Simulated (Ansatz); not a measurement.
Ansatz results at the PBE0-D4/def2-TZVP geometry: HOMO–LUMO gap (B3LYP/def2-TZVPP) 8.31 eV; size of the dipole moment (PBE/def2-TZVPP) 1.03 D; HOMO–LUMO gap (PBE0/def2-TZVPP) 8.93 eV.

Each molecule was computed in one conformer, which needn't be the lowest.

Task: Which molecule gave them?
A. `BCO[SiH2][AlH2]`
B. `COC(N)O`
C. `Cl[CH2][AlH][Cl]`
D. `BC([SiH3])B[SiH3]`

Result: B. The others give `BC([SiH3])B[SiH3]`: 6.12, 1.64, 6.44; `BCO[SiH2][AlH2]`: 4.55, 0.84, 4.92; `Cl[CH2][AlH][Cl]`: 6.94, 2.33, 7.41.

B3LYP here is the variant with VWN-RPA as its local correlation; programs differ in this.
